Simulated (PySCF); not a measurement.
C8H7FS.
Atom-mapped SMILES: `[CH2:1]=[CH:2][c:3]1[cH:4][cH:5][c:6]([SH:7])[c:8]([F:9])[cH:10]1` (hydrogens: H11, H12 on C1; H13 on C2; H14 on C4; H15 on C5; H16 on S7; H17 on C10)

The calculation used TDDFT PBE0/def2-SVPD, vertical, gas phase, core orbitals frozen in the response (PySCF 2.14.0, density-fitted response routines). Geometry: PBE0-D3(BJ)/def2-SVP, one conformer, isolated molecule. Torsions of this conformer, `[CH2:1]=[CH:2][c:3]1[cH:4][cH:5][c:6]([SH:7])[c:8]([F:9])[cH:10]1`: C1–C2–C3–C4 -179°, H–S7–C6–C5 180°.

```
state  E (eV)  ν̃ (cm⁻¹)       f  |μ| (D)   main configurations (H = HOMO, L = LUMO)
   S1    4.31      34780   0.384     4.85                     H→L (84%), H→L+1 (10%)
   S2    4.75      38330   0.161     2.99        H→L+1 (56%), H-1→L (31%), H→L (12%)
   S3    5.28      42570  0.0003     0.13                                H→L+2 (86%)
   S4    5.60      45150   0.108     2.26                   H-1→L (60%), H→L+1 (28%)
   S5    5.66      45630   0.013     0.79                                H→L+3 (91%)
   S6    5.76      46490   0.117     2.31                                H-2→L (85%)
   S7    6.25      50430  0.0002     0.09                                H→L+4 (85%)
   S8    6.37      51380  0.0012     0.22                 H→L+5 (51%), H-2→L+1 (42%)
   S9    6.51      52520   0.228     3.04  H-2→L+1 (41%), H-1→L+1 (31%), H→L+5 (19%)
  S10    6.54      52730  0.0073     0.54                                H→L+6 (96%)
```

Triplets (Tamm–Dancoff): T1 2.90 eV, H→L (86%); T2 4.09 eV, H→L+1 (86%); T3 4.25 eV, H-1→L (56%), H-1→L+1 (33%); T4 4.32 eV, H-2→L (47%), H→L+5 (18%), H-1→L (13%).

The lowest singlet lies at 4.31 eV (287 nm, ultraviolet) and is strong; its leading configuration is HOMO→LUMO (84%). The lowest level is also the most intense of those listed (f = 0.384). Löwdin shares by element: HOMO carbon 37% or more, sulfur 29% (atoms not listed hold the other 34%); LUMO carbon 56% or more (atoms not listed hold the other 44%). Of the 10 states listed, 6 reach f = 0.01 and 2 stay under 0.0005. The listed states span 2.23 eV, and the widest gap between neighbours is 0.53 eV (S2 to S3). Orbital energies (eV): HOMO-3 -9.56, HOMO-2 -7.92, HOMO-1 -7.59, HOMO -6.30, LUMO -1.46, LUMO+1 -0.49, LUMO+2 0.29. No computed singlet lies in the visible range (380 to 750 nm); the lowest, at 287 nm, stands 1.05 eV above its violet end (3.26 eV); a Tamm–Dancoff triplet lies at 428 nm, without intensity as long as spin–orbit coupling is left out. All these states lie below the vertical ionisation energy of 7.91 eV (ΔSCF). Singlets were solved by full linear response, triplets in the Tamm–Dancoff approximation.
